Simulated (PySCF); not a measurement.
Work out the structure from these simulated measurements.

Formula: C6H8NPS2.

| Quantity | Value |
| --- | --- |
| UV, strongest line | among the 10 lowest singlet transitions: S10 at 5.75 eV (216 nm, f = 0.290) [TDDFT PBE0/def2-SVPD] |
| NMR, other nuclei | isotropic shieldings of nuclei other than C and H, by class: -51 (1 N), 65 (1 P), 435 (2 S) ppm [GIAO PBE0/pcSseg-1] |
| UV, first state | lowest singlet excitation: 3.54 eV (351 nm, f = 0.074) [TDDFT PBE0/def2-SVPD] |
| Valence photoelectron | vertical ionisation energy: 7.82 eV [ΔSCF PBE0/def2-SVPD] |
| Rotational structure | rotational constants A, B, C: 0.957, 0.773, 0.430 GHz [PBE0-D3(BJ)/def2-SVP] |
| 13C NMR | chemical shifts (computed TMS as zero) by class: 170.6 (2 C), 142.1 (2 C), 17.8 (2 C) ppm [GIAO PBE0/pcSseg-1] |

Gas-phase values; electronic properties from PySCF, density fitting. Levels stand in brackets. NMR shifts are as computed; neighbouring signals can stand in another order in a measured spectrum. Isolated species at its PBE0-D3(BJ)/def2-SVP geometry (one conformer only). Each NMR value is the plain mean over a class of atoms that symmetry, rotation or inversion makes alike.

Question: What is the compound? Reason from the data.

Answer: Numbering: `[CH3:1][S:2][c:3]1[cH:4][p:5][cH:6][c:7]([S:8][CH3:9])[n:10]1`. 6 carbons fall into 3 classes; from least to most shielded: substituted aromatic carbon [C3/C7] (170.6 ppm, 2 C), aromatic CH carbon [C4/C6] (142.1 ppm, 2 C), S-methyl carbon [C1/C9] (17.8 ppm, 2 C). The other shieldings belong to: -51 ppm, pyridine-type nitrogen [N10]; 65 ppm, phosphorus bonded to 2 C [P5]; 435 ppm, sulfide sulfur [S2/S8]. S1 is mainly HOMO→LUMO (weight 0.96); the largest Löwdin shares of the orbital it empties are 0.23 on each of 2 atoms of one kind (sulfide sulfur) and 0.13 on each of 2 atoms of one kind (aromatic CH carbon), of the orbital it fills 0.39 on the phosphorus bonded to 2 C, 0.14 on each of 2 atoms of one kind (aromatic CH carbon) and 0.14 on the pyridine-type nitrogen. The optimised geometry has point group C2v and is an asymmetric top. Structure: `CSC1=CP=CC(SC)=N1`. The assignments are read from this structure; whether some other isomer fits the data as well wasn't checked.

The values belong to the conformer `[CH3:1][S:2][c:3]1[cH:4][p:5][cH:6][c:7]([S:8][CH3:9])[n:10]1`: C1–S2–C3–C4 180°, C6–C7–S8–C9 180°.
